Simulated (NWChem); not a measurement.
The numbers come from NWChem runs, not from measurements. System: H5InS, charge 0, spin multiplicity 1, at a geometry optimised with PBE0/def2-SVP with def2 effective core potentials on In. The structure started from a generated list of species. Level: G0W0@PBE0/def2-SVPD with def2 effective core potentials on In, RI basis def2-svpd-rifit, no spin-orbit coupling.

Input file:

```
start mol
memory heap 200 mb stack 700 mb global 1700 mb
geometry units angstroms nocenter noautoz
  In    -0.020730     0.739821     0.000000
  H     -0.875423     0.875301    -1.505527
  H     -0.875423     0.875301     1.505527
  H      1.716954     0.853333     0.000000
  S     -0.043889    -2.141859     0.000000
  H      0.875941    -2.292698    -0.977834
  H      0.875941    -2.292698     0.977834
  symmetry group Cs
end
basis spherical
  * library def2-svpd
end
ecp
  In library def2-ecp
end
basis "ri basis" bse spherical
  * library def2-svpd-rifit
end
dft
  xc pbe0
  iterations 100
  direct
  tolerances tight
end
task dft energy
gw
  states alpha occ 4 vir 2
end
task dft gw
```

Part of the output:

```
             Northwest Computational Chemistry Package (NWChem) 7.3.0
             --------------------------------------------------------

                                NWChem Input Module
                                -------------------

 Scaling coordinates for geometry "geometry" by  1.889725989
 (inverse scale =  0.529177249)

 Turning off AUTOSYM since
 SYMMETRY directive was detected!

                             Geometry "geometry" -> ""
                             -------------------------

 Output coordinates in angstroms (scale by  1.889725989 to convert to a.u.)

  No.       Tag          Charge          X              Y              Z
 ---- ---------------- ---------- -------------- -------------- --------------
    1 In                  49.0000    -0.02073000     0.73982100     0.00000000
    2 H                    1.0000    -0.87542300     0.87530100    -1.50552700
    3 H                    1.0000    -0.87542300     0.87530100     1.50552700
    4 H                    1.0000     1.71695400     0.85333300     0.00000000
    5 S                   16.0000    -0.04388900    -2.14185900     0.00000000
    6 H                    1.0000     0.87594100    -2.29269800    -0.97783400
    7 H                    1.0000     0.87594100    -2.29269800     0.97783400

 Effective nuclear repulsion energy (a.u.)     225.8755488401

            Nuclear Dipole moment (a.u.)
            ----------------------------
        X                 Y               Z
 ---------------- ---------------- ----------------
    -0.0000075589     0.0000453534     0.0000000000

      Symmetry information
      --------------------

 Group name             Cs
 Group number              2
 Group order               2
 No. of unique centers     5

      Symmetry unique atoms

     1    2    4    5    6


 Summary of "ao basis" -> "" (spherical)
 ------------------------------------------------------------------------------
       Tag                 Description            Shells   Functions and Types
 ---------------- ------------------------------  ------  ---------------------
 *                         def2-svpd                  on all atoms
[...]
           0.000000000000           0.000000000000         811.322939023936

     Multipole analysis of the density
     ---------------------------------

     L   x y z        total         alpha         beta         nuclear
     -   - - -        -----         -----         ----         -------
     0   0 0 0     -0.000000    -21.000000    -21.000000     42.000000

     1   1 0 0      0.425639     -0.335613     -0.335613      1.096865
     1   0 1 0     -1.059949     19.042828     19.042828    -39.145606
     1   0 0 1      0.000000      0.000000      0.000000      0.000000

     2   2 0 0    -32.168856    -26.895917    -26.895917     21.622978
     2   1 1 0     -2.392278      3.985335      3.985335    -10.362949
     2   1 0 1     -0.000000     -0.000000     -0.000000      0.000000
     2   0 2 0    -26.591145   -187.685652   -187.685652    348.780159
     2   0 1 1      0.000000      0.000000      0.000000      0.000000
     2   0 0 2    -31.249880    -27.133662    -27.133662     23.017444

 Task  times  cpu:        9.7s     wall:        9.7s

                                NWChem Input Module
                                -------------------

                                 NWChem GW Module
                                 ----------------

                             ***********************
                             ***        GW       ***
                             ***********************

 Summary of "ri basis" -> "ri basis" (spherical)
 ------------------------------------------------------------------------------
       Tag                 Description            Shells   Functions and Types
 ---------------- ------------------------------  ------  ---------------------
 In                     def2-svpd-rifit             34      130   10s9p8d5f2g
 H                      def2-svpd-rifit              9       23   4s3p2d
 S                      def2-svpd-rifit             24       78   9s6p6d3f

                 Memory Information
                 ------------------
          Available GA per process is          1699.9 MBs
          Available stack per process is        700.0 MBs
          Available heap per process is           0.0 MBs

          Peak memory in Initialization
              Peak GA per process is                  6.4 MBs
              Peak stack per process is               0.1 MBs
              Peak heap per process is                6.7 MBs
              Memory not in MA per process            0.0 MBs

          Peak memory in AFF Calculation
              Peak GA per process is                 30.0 MBs
              Peak stack per process is              20.5 MBs
              Peak heap per process is                0.0 MBs
              Memory not in MA per process           20.5 MBs

          Computing 2-center integrals
          Computing Inverse Cholesky factor
          Computing 3-center integrals
          Computing V_xc ...

          Computing Sigma_x
          Computing RPA polarizability
          Solving quasiparticle equations

                  Alpha Orbitals
          State     Energy (eV)     Error (eV)
          -----------------------------------
@GW        18        -13.047           0.004
@GW        19        -10.369           0.004
@GW        20         -9.636           0.004
@GW        21         -9.578           0.004
@GW        22          0.874           0.004
@GW        23          2.048           0.002

   Applying  -1.9491 eV scissor-shift to rest of particle states

   Applying   1.7217 eV scissor-shift to rest of hole states

     GW Timing Statistics
   ------------------------
   Init.   :          0.1s
     ERIs  :          1.2s
     Distr.:          0.0s
     Vxc   :          1.7s
   Sigma_x :          0.0s
   RPA     :          1.2s
   Wmn     :          0.0s
   Sigma_c :          0.0s
   GW total:          4.2s

 Task  times  cpu:        4.2s     wall:        4.2s

 Total times  cpu:       13.9s     wall:       13.9s
```
